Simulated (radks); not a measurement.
The numbers below are computed, except where a source is named.
Species: Ne III. Configuration: [He] 2p4 3s2 (not the ground configuration). Code: a radial shooting solver on a logarithmic mesh with Libxc functionals. Model: scalar-relativistic Kohn-Sham, r2SCAN, spin-polarised, spherical densities, finite nucleus; open shells are filled with parallel spins first; meta-GGA in the generalised Kohn-Sham scheme; Fermi nuclear charge, rms radius 3.0055 fm.

Radial electron density D(r) = 4 pi r^2 rho(r):

```
   r/bohr * D(r) (the largest magnitude, 10.6, reaches the edge; | marks zero)
 0.007132 | *
 0.007978 | *
 0.008995 |  *
  0.01006 |  *
  0.01134 |   *
  0.01279 |    *
  0.01431 |     *
  0.01613 |      *
  0.01804 |        *
  0.02034 |          *
  0.02275 |            *
  0.02565 |              *
  0.02892 |                 *
  0.03235 |                    *
  0.03648 |                        *
   0.0408 |                            *
    0.046 |                                *
  0.05145 |                                    *
  0.05801 |                                         *
  0.06541 |                                             *
  0.07316 |                                                *
  0.08249 |                                                   *
  0.09226 |                                                     *
    0.104 |                                                      *
   0.1164 |                                                      *
   0.1312 |                                                    *
   0.1479 |                                                 *
   0.1654 |                                             *
   0.1865 |                                        *
   0.2086 |                                    *
   0.2352 |                               *
   0.2631 |                            *
   0.2967 |                          *
   0.3345 |                         *
   0.3741 |                          *
   0.4218 |                          *
   0.4718 |                           *
    0.532 |                            *
    0.595 |                           *
   0.6709 |                         *
   0.7564 |                      *
   0.8461 |                  *
    0.954 |             *
    1.067 |          *
    1.203 |       *
    1.346 |     *
    1.517 |     *
    1.711 |     *
    1.913 |     *
    2.157 |     *
    2.413 |    *
    2.721 |   *
    3.043 |  *
    3.431 | *
    3.869 |*
    4.327 *
    4.879 *
    5.457 *
    6.153 *
    6.882 *
```

D(r) has 3 maxima, at r = 0.106, 0.524, 1.99 bohr, and minima at 0.340, 1.57 bohr, inside which lie 2.35, 6.17 electrons.
